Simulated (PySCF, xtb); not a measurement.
C3H6BFO, SMILES C=CCB(O)F. Other conformers were not sampled.

Harmonic wavenumbers (cm⁻¹) from GFN2-xTB in xtb 6.7.1 at its own minimum, in rising order: 36, 50, 176, 317, 393, 415, 476, 620, 633, 780, 827, 888, 929, 961, 1024, 1042, 1177, 1199, 1245, 1293, 1342, 1412, 1460, 1706, 2965, 3010, 3059, 3093, 3125, 3579.

### Question
What does ωB97X-D3(BJ)/def2-SVP (PySCF) give at its own minimum? (Estimate from the structure and the level; the computed values follow.)

### Answer
69, 81, 210, 349, 409, 463, 520, 654, 672, 819, 855, 958, 964, 1036, 1047, 1063, 1189, 1231, 1322, 1383, 1421, 1453, 1482, 1748, 3073, 3142, 3157, 3177, 3262, 3849. Paired by order, the mean absolute difference is 61 cm⁻¹ and the zero-point energies are 56.1 and 58.7 kcal/mol.
